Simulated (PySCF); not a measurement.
# How the method changes the shape and vibrations of AlBH2NO

Calculated results; nothing here was measured. They come from PySCF 2.14.0, an open-source quantum chemistry program, on an isolated molecule that a program drew, which may never have been made. The molecule is AlBH2NO (charge 0, doublet), drawn as the SMILES string `[NH2][Al][B]=O`.

The geometry was optimised and harmonic frequencies were computed with HF and MP2, all in the cc-pV(D+d)Z basis, for the commonest isotopes, with a restricted reference for singlets and an unrestricted one otherwise, and a frozen core in MP2. Each result is a local minimum of its method.

Geometry at the HF minimum:
```xyz
6
AlBH2NO, angstrom
N     1.6409   -0.8608   -3.1024
Al    1.2978   -1.7574   -1.6256
B     0.7543   -0.5558    0.0711
O     0.4496    0.0743    1.0329
H     1.6007    0.1381   -3.1996
H     1.9075   -1.2703   -3.9787
```

Lengths of the bonds as drawn, in Å (atoms numbered as above):
```
bond,HF,MP2
N1-Al2,1.761,1.776
Al2-B3,2.149,2.132
B3-O4,1.189,1.224
N1-H5,1.004,1.019
N1-H6,1.003,1.018
```

Rotational constants, in GHz:
| constant | HF | MP2 |
|---|---|---|
| A | 23.39 | 23.12 |
| B | 2.601 | 2.578 |
| C | 2.341 | 2.319 |

Harmonic frequencies in cm^-1, each column in rising order, so a row needn't be the same motion in every method:
```
rank    HF   MP2
   1   129   118
   2   268     ?
   3   361   328
   4   411   389
   5   446   439
   6   497   446
   7   703   654
   8   851   821
   9  1674  1544
  10  2104  1885
  11  3766  3588
  12  3851  3692
```

**Estimate the missing MP2 frequency from the HF column.**

A single factor s that minimises the squared misfit of MP2 against s times HF over the other rows is sum(HF x MP2) / sum(HF^2) = 0.9458, with an rms misfit of 40 cm^-1. For rank 2 it gives 0.9458 x 268 = 253 cm^-1. The calculation gives 243 cm^-1, 10 cm^-1 below the estimate. The drawn bonds are on average 1.2 % longer in MP2 than in HF.
